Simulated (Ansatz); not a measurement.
Geometry optimisation, RKS B3LYP-D4/def2-SVP in Ansatz.

Input file:

```yaml
crystal:
  periodic: [false, false, false]
  atoms:
    - { symbol: Ge, position_ang: [0.129717, -0.001562, 0.140559] }
    - { symbol: Ge, position_ang: [0.19445, 0.015175, 2.550332] }
    - { symbol: H, position_ang: [-1.137426, -0.478087, 3.183255] }
    - { symbol: H, position_ang: [1.299186, -0.9425, 3.033878] }
    - { symbol: H, position_ang: [0.45936, 1.429198, 3.101724] }
    - { symbol: F, position_ang: [1.849281, -0.019569, -0.266088] }
    - { symbol: H, position_ang: [-0.442563, 1.269269, -0.512279] }
    - { symbol: H, position_ang: [-0.460339, -1.294147, -0.453559] }
    - { symbol: Cl, position_ang: [-3.183828, 0.181878, 0.972884] }
    - { symbol: H, position_ang: [-2.512437, -0.159655, 2.077794] }
basis:
  gaussian: { orbitals: def2-SVP }
hamiltonian:
  xc: b3lyp
  dispersion: d4
relax:
  f_tol: 0.03
  max_steps: 50
output:
  orbitals: {}
```

Command:

```bash
$ ansatz run input.yaml --threads 4 --pin off --max-ram 5120MiB --backend cpu --events-out ev --progress --plain --runs-dir out
```

Task: Where does it end, and by what steps?

Result: The forces met the threshold. The force dipped under the threshold on the way, but the program's further checks kept it going. After 21 steps the energy has fallen by 0.064 eV; H10 moved furthest, 0.61 Å.

```csv
step,energy less start (eV),largest force component (eV/Å),accepted
0,0.0000,0.852,yes
1,-0.0364,0.618,yes
2,-0.0320,0.866,no
3,-0.0435,0.475,yes
4,-0.0466,0.504,yes
5,-0.0494,0.347,yes
6,-0.0543,0.166,yes
7,-0.0550,0.185,yes
8,-0.0580,0.022,yes
9,-0.0333,0.924,no
10,-0.0579,0.296,no
11,-0.0593,0.080,yes
12,-0.0592,0.243,no
13,-0.0603,0.075,yes
14,-0.0610,0.073,yes
15,-0.0615,0.187,yes
16,-0.0622,0.107,yes
17,-0.0634,0.010,yes
18,-0.0637,0.020,yes
19,-0.0639,0.058,yes
20,-0.0641,0.035,yes
21,-0.0643,0.017,yes
```

```xyz
10
Properties=species:S:1:pos:R:3
Ge 0.206 -0.046 0.137
Ge 0.268 0.007 2.580
H -0.858 -0.880 3.160
H 1.618 -0.547 3.078
H 0.076 1.439 3.115
F 1.873 -0.292 -0.379
H -0.231 1.280 -0.515
H -0.578 -1.246 -0.435
Cl -3.089 0.617 1.106
H -3.089 -0.333 1.982
```

Whether the end is a true minimum wasn't checked by a vibrational analysis.

The run took 61 s on 4 threads of Arm Neoverse V1, on a shared host, peak memory 0.37 GiB.
